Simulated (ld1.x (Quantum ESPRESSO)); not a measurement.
# How hard is this Zn (Z = 30) PAW potential?

* Element: zinc
* Generator: ld1.x (Quantum ESPRESSO) 7.5
* Type: PAW
* Functional: PBE
* Relativity: scalar-relativistic
* Frozen core: [Ar]
* Valence charge: 12
* Reference configuration: 3d10 4s0 4p0 (charge +2)
* Partial waves: 4s (bound, empty): rcut 1.50, rcutus 1.60 bohr; 4s channel at -1.35 Ry: rcut 1.50, rcutus 1.60 bohr; 4p (bound, empty): rcut 1.50, rcutus 1.65 bohr; 4p channel at 2.25 Ry: rcut 1.50, rcutus 1.65 bohr; 3d (bound): rcut 0.70, rcutus 0.95 bohr; 3d channel at -1.2 Ry: rcut 0.70, rcutus 0.95 bohr
* Local potential: all-electron potential smoothed inside 0.90 bohr (lloc = -1)
* Core correction: Bessel-smoothed model core, default radius (core density twice the valence density)
* Augmentation charge: PSQ, inside the norm-conserving radii

The pseudo-atom Hamiltonian at the reference potential is diagonalised in spherical Bessel functions j_l(qr) that vanish at 20 bohr, with q² up to the cutoff. All-electron valence levels (Ry): 4s -1.6926, 4p -1.1508, 3d -2.2679.

Question: How do the lowest levels (Ry) of each channel move with the cutoff, and are there ghosts?

Answer:

| cutoff (Ry) | s #1 | s #2 | p #1 | p #2 | p #3 | d #1 | f #1 | f #2 | Σ f·Δε (mRy) |
| --- | --- | --- | --- | --- | --- | --- | --- | --- | --- |
| 8 | -4.9932 | -1.6010 | -1.1482 | -0.4469 | -0.2422 | -0.6523 | -0.2662 | -0.1507 | 16156.4 |
| 25 | -11.0511 | -1.6923 | -2.9924 | -1.1507 | -0.4475 | -0.7962 | -0.2664 | -0.1510 | 14717.3 |
| 50 | -12.3873 | -1.6926 | -5.3403 | -1.1508 | -0.4476 | -1.6762 | -0.2664 | -0.1510 | 5917.1 |
| 100 | -12.6342 | -1.6926 | -5.6987 | -1.1508 | -0.4476 | -2.2540 | -0.2664 | -0.1510 | 139.0 |
| 180 | -12.6479 | -1.6926 | -5.7119 | -1.1509 | -0.4476 | -2.2675 | -0.2664 | -0.1510 | 4.5 |
| 400 | -12.6481 | -1.6926 | -5.7120 | -1.1509 | -0.4476 | -2.2679 | -0.2664 | -0.1510 | 0.0 |

Result: ghost states, extra bound levels that the all-electron valence spectrum of the same l lacks: s at -172.1 eV, p at -77.7 eV (a true bound ghost makes a file unfit for plane-wave use); 10 mRy is reached at 180 Ry and 1 mRy at 300 Ry.

Test run stopped at test 1 of 7 (negative rho).
